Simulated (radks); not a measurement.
The tin anion Sn4-, [Xe], held by a Watson sphere: a shell of charge +3.3 at radius R that stands for the Madelung well of a crystal (potential energy -3.3/R inside, -3.3/r outside, in hartree with lengths in bohr). Method: scalar-relativistic Kohn-Sham, LB94 model potential, spin-polarised, spherical densities, finite nucleus; Fermi nuclear charge, rms radius of each element as measured or else 0.836 A^(1/3) + 0.57 fm; computed with a radial shooting solver on a logarithmic mesh with Libxc functionals. Response by self-consistent Sternheimer equations with the Hartree and adiabatic LDA kernel, the relativistic mass of each level held fixed and spin-orbit coupling left out. The sphere does not respond.

[
 {"R (bohr)": "4.31", "e(4d) (eV)": "-25.246", "e(5s) (eV)": "-9.357", "e(5p) (eV)": "-3.333", "<r> 5p (bohr)": "3.968", "sum of <r^2> (bohr^2)": "150.3", "X-ray form factor at sin(theta)/lambda = 0.2 1/angstrom": "40.233", "alpha (bohr^3)": "272.5"},
 {"R (bohr)": "4.73", "e(4d) (eV)": "-25.068", "e(5s) (eV)": "-8.995", "e(5p) (eV)": "-2.962", "<r> 5p (bohr)": "4.194", "sum of <r^2> (bohr^2)": "164.6", "X-ray form factor at sin(theta)/lambda = 0.2 1/angstrom": "40.277", "alpha (bohr^3)": "363.1"},
 {"R (bohr)": "5.62", "e(4d) (eV)": "-24.805", "e(5s) (eV)": "-8.511", "e(5p) (eV)": "-2.345", "<r> 5p (bohr)": "4.667", "sum of <r^2> (bohr^2)": "198.7", "X-ray form factor at sin(theta)/lambda = 0.2 1/angstrom": "40.336", "alpha (bohr^3)": "645.6"},
 {"R (bohr)": "5.76", "e(4d) (eV)": "-24.773", "e(5s) (eV)": "-8.458", "e(5p) (eV)": "-2.266", "<r> 5p (bohr)": "4.740", "sum of <r^2> (bohr^2)": "204.5", "X-ray form factor at sin(theta)/lambda = 0.2 1/angstrom": "40.341", "alpha (bohr^3)": "704.0"},
 {"R (bohr)": "5.89", "e(4d) (eV)": "-24.745", "e(5s) (eV)": "-8.414", "e(5p) (eV)": "-2.196", "<r> 5p (bohr)": "4.808", "sum of <r^2> (bohr^2)": "210.1", "X-ray form factor at sin(theta)/lambda = 0.2 1/angstrom": "40.344", "alpha (bohr^3)": "762.2"}
]
